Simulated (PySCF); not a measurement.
A PySCF script (with the pyscf-properties extension) for the NMR shieldings of SMILES [C@H]1(B(C)C)CO1, C$_{4}$H$_{9}$BO, on a GFN2-xTB geometry:

```python
import basis_set_exchange as bse
import numpy as np
from pyscf import gto, dft
from pyscf.prop import nmr

atoms = """
C    -1.385519   -0.892308    0.281234
B    -0.405722    0.277828   -0.095565
C    -0.829018    1.786827    0.039367
C     1.039390   -0.057465   -0.607610
C     1.901435   -1.015956    0.122378
O     1.336571   -1.358616   -1.090288
H    -2.434338   -0.634768    0.154352
H    -1.182842   -1.803660   -0.276899
H    -1.258723   -1.138937    1.336775
H    -1.521194    1.964716    0.858994
H     0.010759    2.470220    0.143537
H    -1.355950    2.078976   -0.869956
H     1.598411    0.715238   -1.140499
H     2.975339   -0.856463    0.128253
H     1.506989   -1.527644    0.994014
"""
names = dict.fromkeys(["C", "B", "O", "H"], "pcSseg-1")
basis = {el: gto.basis.parse(bse.get_basis(n, elements=[el], fmt="nwchem")) for el, n in names.items()}
mol = gto.M(atom=atoms, basis=basis, charge=0, verbose=0)
mf = dft.RKS(mol, xc="PBE0")
mf.grids.level = 2
mf.grids.alignment = dft.numint.BLKSIZE   # the property module wants whole blocks of grid points
mf.conv_tol = 1e-9
mf.kernel()

calc = nmr.RKS(mf)   # GIAO
C = mf.mo_coeff
Co = C[:, mf.mo_occ > 0]
resp = mf.gen_response(singlet=True, hermi=2)
def vind(x):   # induced exchange potential for any number of trial vectors
    d = np.einsum("pi,xij,qj->xpq", C, 2 * x.reshape(-1, C.shape[1], Co.shape[1]), Co, optimize=True)
    return np.einsum("xpq,pi,qj->xij", resp(d - d.transpose(0, 2, 1)), C, Co, optimize=True).ravel()
mo1, _ = nmr.rhf.solve_mo1(calc, with_cphf=vind)
sigma = calc.kernel(mo1)
for i, s in enumerate(sigma):   # ppm
    print("%2d %-2s %9.2f" % (i, mol.atom_pure_symbol(i), np.trace(s) / 3))
```

Q: Give the expected output.

A: 
```
 0 C     179.21
 1 B      11.68
 2 C     172.58
 3 C     137.51
 4 C     140.29
 5 O     302.56
 6 H      30.93
 7 H      30.50
 8 H      31.61
 9 H      30.62
10 H      30.55
11 H      30.98
12 H      29.10
13 H      28.70
14 H      29.28
```

These numbers come from an equivalent density-fitted implementation of the same equations, which agrees with the script to about 0.01 ppm for H and up to a few tenths of a ppm for heavy atoms, so last digits may differ.

Size and cost of the density-fitted run: 147 basis functions, 22 s wall time on 1 thread of an Intel Xeon Platinum 8488C, shared host; peak memory 0.71 GiB.
